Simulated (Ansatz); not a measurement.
A calculation with Ansatz (development build ahead of 0.2.0).

```yaml
crystal:
  periodic: [false, false, false]
  atoms:
    - { symbol: Cr, position_ang: [0.0, 0.0, 0.0] }
    - { symbol: Cr, position_ang: [0.0, 0.0, 2.4] }
basis:
  gaussian: { orbitals: pcseg-2 }
magnetization:
  spin_polarized: true
hamiltonian:
  xc: pbe0
```

The input is written out in the form of the current development build from the run's settings.

Output:

| Item | Value |
| --- | --- |
| Converged | yes |
| Total energy | -2088.51739 hartree |
| Spin squared of the determinant | 5.110 |
| Stability test | minimum |

Caution: another spin multiplicity may lie lower; the unrestricted determinant is a mixture of spin states.
